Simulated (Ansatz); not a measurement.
`CCCCCC[Si](OC)(OC)OC` with charge -1. The state is a doublet with charge -1. Geometry PBE-D4/def2-SVP; atoms count from 1.

```xyz
35

C     3.1020   -1.2910    1.9127
C     1.7494   -1.7157    1.3405
C     0.6287   -1.7123    2.3866
C    -0.7392   -2.1775    1.8577
C    -1.1956   -1.4717    0.5693
C    -1.2877    0.0558    0.6324
Si   -1.1792    0.8450   -1.2094
O    -1.2291    1.1192   -2.9911
C    -2.4211    1.4697   -3.6038
O    -1.1822    2.5553   -0.8242
C    -0.6877    3.0836    0.3603
O     0.5180    0.3796   -1.2601
C     1.3711    0.6323   -2.3351
H     3.8975   -1.2932    1.1382
H     3.4346   -1.9594    2.7381
H     3.0514   -0.2611    2.3269
H     1.4719   -1.0358    0.5042
H     1.8337   -2.7339    0.8947
H     0.9244   -2.3482    3.2549
H     0.5286   -0.6785    2.7880
H    -0.6949   -3.2787    1.6749
H    -1.4980   -2.0313    2.6612
H    -0.4918   -1.7504   -0.2474
H    -2.1775   -1.8880    0.2492
H    -2.2223    0.3860    1.1393
H    -0.4333    0.4773    1.2116
H    -3.3171    1.0048   -3.1016
H    -2.4330    1.1390   -4.6746
H    -2.6104    2.5775   -3.6066
H    -0.5964    4.1958    0.2729
H     0.3302    2.6985    0.6285
H    -1.3394    2.8906    1.2552
H     1.0619    0.1071   -3.2716
H     2.4037    0.2921   -2.0720
H     1.4286    1.7173   -2.5998
```

The highest occupied level of the relaxed charge -1 doublet lies above zero (up to 1.10 eV). By energy differences it is unbound by 1.62 eV (each at its own geometry, against the charge 0 singlet, at PBE0-D4/def2-SVP) and held by the finite basis.

Problem. Estimate the Mulliken populations of the heavy atoms from the PBE0/def2-SVP orbitals of Ansatz.

Solution. 
```json
{"atom": "C1", "charge (e)": "-0.07", "spin (α − β)": "0.00"}
{"atom": "C2", "charge (e)": "-0.13", "spin (α − β)": "0.00"}
{"atom": "C3", "charge (e)": "-0.08", "spin (α − β)": "0.00"}
{"atom": "C4", "charge (e)": "-0.02", "spin (α − β)": "0.00"}
{"atom": "C5", "charge (e)": "-0.04", "spin (α − β)": "-0.02"}
{"atom": "C6", "charge (e)": "-0.30", "spin (α − β)": "0.11"}
{"atom": "Si7", "charge (e)": "0.69", "spin (α − β)": "0.74"}
{"atom": "O8", "charge (e)": "-0.55", "spin (α − β)": "0.06"}
{"atom": "C9", "charge (e)": "0.18", "spin (α − β)": "-0.01"}
{"atom": "O10", "charge (e)": "-0.55", "spin (α − β)": "0.00"}
{"atom": "C11", "charge (e)": "0.15", "spin (α − β)": "0.00"}
{"atom": "O12", "charge (e)": "-0.56", "spin (α − β)": "0.00"}
{"atom": "C13", "charge (e)": "0.18", "spin (α − β)": "0.00"}
```
Mulliken values depend strongly on the basis.

Problem. Where does the spin sit?

Solution. Summed by element: C 0.08, Si 0.74, O 0.07, H 0.11, of 1 unpaired in all. Largest on single atoms: Si7 0.74, C6 0.11, O8 0.06.

Problem. And the Mayer bond orders between heavy atoms (over 0.3)?

Solution. C1–C2 1.09 (1.53 Å); C2–C3 1.06 (1.53 Å); C3–C4 1.07 (1.54 Å); C4–C5 1.07 (1.54 Å); C5–C6 1.07 (1.53 Å); C6–Si7 0.66 (2.01 Å); Si7–O8 0.75 (1.80 Å); Si7–O10 0.86 (1.75 Å); Si7–O12 0.84 (1.76 Å); O8–C9 1.07 (1.39 Å); O10–C11 1.05 (1.39 Å); O12–C13 1.02 (1.40 Å).
